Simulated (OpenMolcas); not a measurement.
Ru4+ among 4 point charges of -2.5 e arranged as a tetrahedron (Td).

```yaml
Program: OpenMolcas
Method: "SS-CASPT2, IPEA 0.25 Eh, imaginary shift 0.1 Eh (closed shells correlated: 4s 4p)"
Basis: ANO-RCC-VDZP [6s5p3d1f]
Scalar_Hamiltonian: DKH2, point nucleus
Active_space: 4 electrons in 5 orbitals (4d)
State_averaging: 2S+1 = 5 even, 5 roots; 2S+1 = 3 even, 45 roots; 2S+1 = 1 even, 50 roots
Spin-orbit_coupling: RASSI with atomic mean-field integrals over the reference wave functions
```

All point charges move together. At R = 1.78 Å the first state of the same spin is 5770 cm-1, and at R = 1.97 Å it is 4020 cm-1.

Task: A third run gives 7260 cm-1. What distance was it run at?

Result: With a power law R^-n the two known points give n = -ln(4020 / 5770) / ln(1.97 / 1.78) = 3.56. Then R = 1.78 × (5770 / 7260)^(1/3.56) = 1.669 Å. The run was at 1.65 Å, so the estimate is off by +0.019 Å.

Roots that are degenerate in the reference are averaged as groups; the widest CASPT2 spread within a group is 350 cm-1 (the 3-fold group of multiplicity 3 near 18900 cm-1 above the lowest state of its run, R = 1.78). Shifts and gaps below about the spread of the groups concerned are not significant. An orbital triplet at a regular site is open to Jahn-Teller coupling, which can distort the site and quench the lowest spin-orbit gaps and is left out. Point charges give a weaker field than real ligands, and real ions of this kind are as a rule low spin; the high spin found here belongs to the model. Free-ion shares, where given, are those of the reference states; single-state CASPT2 does not remix them. The ground term spreads over less than 5000 cm-1, several times less than with real ligands, so orbital moments are less quenched and χT lies further from the spin-only value than at real sites (holds for R = 1.97). Point charges carry no covalency, so the field is a model and not that of real ligands. No measured value stands beside these numbers.
